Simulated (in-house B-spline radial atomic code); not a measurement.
Orbital energies and mean radii along the 1-electron series, configuration 1s1. The effective charge is n√(-2ε), a non-relativistic measure. Computed with an all-electron radial atomic-structure program (B-spline basis): Dirac-Hartree-Fock, average of the configuration, finite nuclei.

| ion | Z | energy of 1s1/2 (Eh) | mean radius of 1s1/2 (bohr) | effective charge of 1s1/2 |
| --- | --- | --- | --- | --- |
| H | 1 | -0.50001 | 1.5 | 1 |
| He+ | 2 | -2.0001 | 0.74995 | 2.0001 |
| Li2+ | 3 | -4.5005 | 0.49992 | 3.0002 |
| Be3+ | 4 | -8.0017 | 0.37489 | 4.0004 |
| B4+ | 5 | -12.504 | 0.29987 | 5.0008 |
| C5+ | 6 | -18.009 | 0.24984 | 6.0014 |
| N6+ | 7 | -24.516 | 0.2141 | 7.0023 |
| O7+ | 8 | -32.027 | 0.18729 | 8.0034 |
| F8+ | 9 | -40.544 | 0.16643 | 9.0049 |
| Ne9+ | 10 | -50.067 | 0.14973 | 10.007 |
| Mg11+ | 12 | -72.139 | 0.12468 | 12.012 |
| Al12+ | 13 | -84.691 | 0.11504 | 13.015 |
| Si13+ | 14 | -98.257 | 0.10677 | 14.018 |
| P14+ | 15 | -112.84 | 0.0996 | 15.023 |
| S15+ | 16 | -128.44 | 0.093323 | 16.027 |

(1) How does the screening of 1s1/2 change?

Results:

(1) Z less the effective charge goes from -0.00 at Z = 1 to -0.03 at Z = 16.
